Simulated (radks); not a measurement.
Task: Ionisation of neutral fluorine, [He] 2s2 2p5, to [He] 2s2 2p4 as the strength of local exchange is varied. Calculated with a radial shooting solver on a logarithmic mesh with Libxc functionals: scalar-relativistic Kohn-Sham, Slater X-alpha exchange (alpha = 2/3 is LDA exchange), no correlation, spin-polarised, spherical densities, finite nucleus; open shells are filled with parallel spins first; Fermi nuclear charge, rms radius 2.8976 fm.

alpha  E(F) (hartree)  exchange (hartree)  IE (eV)  -e of the level emptied (eV)  <r> of it (bohr)
0.558       -97.11176            -7.41652   14.642                    7.430 (2p)             1.179
0.667       -98.57049            -8.98629   16.253                    8.864 (2p)             1.144
0.701       -99.02955            -9.48389   16.773                    9.334 (2p)             1.133
0.743       -99.59926           -10.10378   17.427                    9.928 (2p)             1.121
1.025      -103.49982           -14.41397   22.149                   14.314 (2p)             1.045
x          -100.80241           -11.42118   18.840                   11.224 (2p)             1.095

Which alpha was used in the last row?

Result: alpha = 0.831. NIST Atomic Spectra Database: 17.423 eV (measured). The Delta-SCF value meets it near alpha = 0.74. Open shells are spherical and high-spin; term and fine-structure splittings are not resolved.
